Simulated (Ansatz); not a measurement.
The cluster Cd6Se6, relaxed as a singlet with RKS PBE-D4/def2-SVP in Ansatz, starting from the GFN1-xTB geometry. Force threshold 0.03 eV/Å.

In the def2 sets Cd takes a core potential; there is no spin–orbit coupling. Another isomer (singlet) lies 0.16 eV lower at PBE-D4/def2-SVP; other spin states weren't run for this one.

Start:

```csv
atom,x (Å),y (Å),z (Å)
Cd1,-0.0711,2.7651,1.3810
Cd2,1.4441,1.3975,-4.0561
Cd3,-0.6285,-2.9862,-2.3933
Cd4,2.1166,-1.5218,-3.2359
Cd5,-0.3666,-2.6071,0.5047
Cd6,-1.1038,0.0557,2.8674
Se7,1.5053,-0.5623,-0.0574
Se8,-1.8296,2.3957,3.1018
Se9,-0.0833,2.5423,-1.2002
Se10,1.6018,0.4946,1.9616
Se11,-2.1009,-2.2629,2.1362
Se12,-0.4838,0.2894,-1.0098
```

| step | energy (eV) | largest force component (eV/Å) | SCF passes |
| --- | --- | --- | --- |
| 1 | -419386.8401 | 1.098 | 26 |
| 2 | -419387.2074 | 0.403 | 28 |
| 3 | -419387.3181 | 0.309 | 23 |
| 4 | -419387.4220 | 0.192 | 29 |
| 5 | -419387.4597 | 0.160 | 28 |
| 6 | -419387.4908 | 0.142 | 23 |
| 7 | -419387.5161 | 0.089 | 22 |
| 8 | -419387.5425 | 0.090 | 23 |
| 9 | -419387.5736 | 0.112 | 23 |
| 10 | -419387.6053 | 0.077 | 23 |
| 11 | -419387.6282 | 0.089 | 23 |
| 12 | -419387.6425 | 0.132 | 23 |
| 13 | -419387.6463 | 0.125 | 23 |
| 14 | -419387.6549 | 0.086 | 24 |
| 15 (rejected) | -419387.6393 | 0.220 | 22 |
| 16 | -419387.6588 | 0.061 | 22 |
| 17 | -419387.6599 | 0.040 | 24 |
| 18 (rejected) | -419387.6579 | 0.091 | 22 |
| 19 | -419387.6612 | 0.009 | 24 |
| 20 | -419387.6617 | 0.008 | 23 |

Force components are those of the run's own axes.

End:

| atom | x (Å) | y (Å) | z (Å) |
| --- | --- | --- | --- |
| Cd1 | -0.5633 | 2.6352 | 1.1114 |
| Cd2 | 2.6640 | 1.0861 | -2.9722 |
| Cd3 | -0.2764 | -3.0170 | -2.2099 |
| Cd4 | 1.0581 | -1.3759 | -4.2446 |
| Cd5 | -0.5025 | -2.4457 | 0.5510 |
| Cd6 | -1.2314 | -0.0088 | 2.9686 |
| Se7 | 1.5049 | -0.5413 | -0.1597 |
| Se8 | -1.7986 | 2.4467 | 3.2764 |
| Se9 | -0.1394 | 2.6633 | -1.4426 |
| Se10 | 1.4343 | 0.6969 | 1.8011 |
| Se11 | -1.6399 | -2.4955 | 2.7649 |
| Se12 | -0.5097 | 0.3559 | -1.4443 |

By distances, no bond broke or formed. The bond that changes most is Cd3–Cd4, from 3.22 to 2.93 Å (atoms count from 1).

The force fell under the threshold at step 19, but the optimiser went on. No frequencies were taken in this run, so the end may be a saddle point.

Run time 2.3 min (4 threads of Intel Xeon Platinum 8488C on a shared host), peak host memory 1.4 GiB.
